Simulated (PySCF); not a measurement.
**Working out the ionisation energy of Bi**

Bi [Xe] 4f14 5d10 6s2 6p3 (4S) → Bi⁺ [Xe] 4f14 5d10 6s2 6p2 (3P). Calculation: PySCF 2.14, in x2c-TZVPPall with one added diffuse shell each of s, p, d, f type (12s8p7d4f, 99 functions); the spin-free X2C one-electron Hamiltonian (Gaussian nucleus). Frozen: [Xe] 4f14 5d10. Energies in hartree (1 hartree = 27.21139 eV):

```tsv
part	Bi (lower)	Bi⁺ (upper)
UHF	-21529.184213	-21528.881203
CCSD correlation	-0.060302	-0.047238
(T)	-0.001747	-0.000899
```

**Question.** What does Hartree-Fock give?

**Answer.** (-21528.881203) − (-21529.184213) = 0.303010 hartree = 8.245 eV.

**Question.** What do CCSD and CCSD(T) give?

**Answer.** The CCSD correlation energies differ by 0.013064 hartree = 0.355 eV and the triples by 0.000848 hartree = 0.023 eV, so CCSD gives 8.600 eV and CCSD(T) 8.623 eV.

Reference: 7.286 eV (measured; NIST Atomic Spectra Database, ionization energies), between the lowest levels; spin-orbit coupling is absent from the calculation.

What remains against the reference includes basis incompleteness, the frozen core and higher excitations.
